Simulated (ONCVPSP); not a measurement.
**hafnium (Hf), ONCV: configuration errors across variants**

hafnium (Hf), optimised norm-conserving Vanderbilt (ONCV), made with ONCVPSP 4.0.1 (PW91, fully relativistic). Core [Kr] 4d10 4f14, reference 5s2 5p6 5d2 6s1.5 (charge +0.5). Waves: 5s+6s: rc 2.20 bohr, ncon 4, nbas 8, qcut 4.6 1/bohr, 2 projectors; 5p: rc 1.75 bohr, ncon 3, nbas 7, qcut 8.7 1/bohr, 2 projectors, debl 3.5 Ha; 5d: rc 2.60 bohr, ncon 3, nbas 7, qcut 6.6 1/bohr, 2 projectors, debl 2.7 Ha. Local part: polynomial inside 1.35 bohr (lpopt 5, dvloc0 2 Ha). Core correction: Teter function fitted to the true core (icmod 2), fcfact 0.7.

Open shells are filled in proportion to 2j + 1.

All-electron excitation energies from the reference (eV): (1) 5s2 5p6 5d2 6s2 -3.282; (2) 5s2 5p6 5d2 6s1 4.753; (3) 5s2 5p6 5d2 6s0 18.976; (4) 5s2 5p6 5d3 6s1 -0.696.

1 further variants failed, have other tests or too few solved ones, and are left out.

Errors AE − PS in meV (a dash: test not solved or not reliable):

| change | (1) | (2) | (3) | (4) | bound ghosts | GHOST(+) flags above zero |
| --- | --- | --- | --- | --- | --- | --- |
| base | 0.0 | +0.3 | +8.0 | -3.6 | none | d3/2 |
| local potential polynomial inside 1.35 bohr (lpopt 5, dvloc0 8 Ha) | 0.0 | +0.3 | +7.9 | -3.6 | none | none |
| s: ncon 5, nbas 9 | 0.0 | +0.3 | +8.5 | -3.5 | none | d3/2 |
| core correction Teter function, fcfact 3.5, rcfact 1.25 | 0.0 | +0.4 | +9.3 | -3.0 | none | d3/2 |
| core correction Teter function fitted to the true core (icmod 2), fcfact 0.54 | 0.0 | +0.2 | +7.8 | -3.8 | none | d3/2 |
| p: rc 1.7 | 0.0 | +0.3 | +8.0 | -3.6 | none | d3/2 |

(1) Give the same row for: local potential polynomial inside 1.20 bohr (lpopt 5, dvloc0 0 Ha).

## Answers

(1) 0.0, +0.3, +8.2, -3.5; bound ghosts: none; GHOST(+) flags above zero: s, d3/2.
